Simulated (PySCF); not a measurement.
**Magnetic susceptibility: `N(CCC)(C)[N]([GeH3])CC`, C₆H₁₈GeN₂**

Geometry (Å), atoms numbered from 1 in this order:
```xyz
27

C     3.108    1.271   -0.635
C     1.858    0.411   -0.766
C     1.418   -0.151    0.581
N     0.253   -1.012    0.424
C    -0.061   -1.746    1.634
N    -0.851   -0.330   -0.137
Ge   -1.581   -1.278   -1.510
C    -1.590    0.572    0.729
C    -2.481    1.483   -0.096
H     3.933    0.693   -0.224
H     3.409    1.654   -1.607
H     2.923    2.117    0.024
H     2.044   -0.424   -1.443
H     1.044    1.003   -1.186
H     1.236    0.675    1.289
H     2.215   -0.773    0.996
H    -0.227   -1.101    2.509
H    -0.959   -2.336    1.451
H     0.764   -2.424    1.851
H    -0.474   -2.149   -1.979
H    -2.024   -0.329   -2.584
H    -2.788   -2.122   -1.154
H    -2.210    0.025    1.458
H    -0.874    1.180    1.292
H    -2.964    2.216    0.544
H    -1.890    2.002   -0.847
H    -3.249    0.899   -0.602
```

Level of theory: GIAO B3LYP/pcSseg-1 magnetisability, rotational g tensor and spin-rotation constants, non-relativistic, gas phase (PySCF). Geometry: GFN2-xTB.

The calculation is non-relativistic, which matters for the atoms heavier than Zn.

Task: How diamagnetic is it, and how anisotropic?

Result: Isotropic -1898 × 10⁻³⁰ J/T², or -114.3 × 10⁻⁶ cm³/mol; principal values -1964, -1870, -1860 × 10⁻³⁰ J/T², anisotropy 100 × 10⁻³⁰ J/T² (root of half the summed squared differences of the principal values). The susceptibility is in cgs units.

Task: Split it along the inertial axes a, b, c into diamagnetic and paramagnetic parts about the centre of mass, with the quadrupole moment.

Result: 
```tsv
axis	χ (10⁻⁶ cm³/mol)	diamagnetic (10⁻⁶ cm³/mol)	paramagnetic (10⁻⁶ cm³/mol)	summed x² of all electrons (Å²)	quadrupole Θ (D Å)
a	-116.7	-1112.1	995.3	344.0	-1.63
b	-112.6	-1998.5	1885.9	135.0	+1.13
c	-113.6	-2032.1	1918.5	127.1	+0.49
```
Anisotropies 2χaa − χbb − χcc = -7.3 and 2χbb − χaa − χcc = +5.1 × 10⁻⁶ cm³/mol. Θ is traceless in Buckingham's convention.

Task: And the rotational g tensor?

Result: 
| axis | rotational constant (GHz) | g | nuclear part | electronic part |
| --- | --- | --- | --- | --- |
| a | 1.3206 | -0.0063 | 0.6112 | -0.6175 |
| b | 0.6610 | -0.0050 | 0.5807 | -0.5856 |
| c | 0.6400 | -0.0044 | 0.5725 | -0.5769 |

Asymmetric top; isotopes 12C, 74Ge, 1H, 14N; no vibrational averaging.
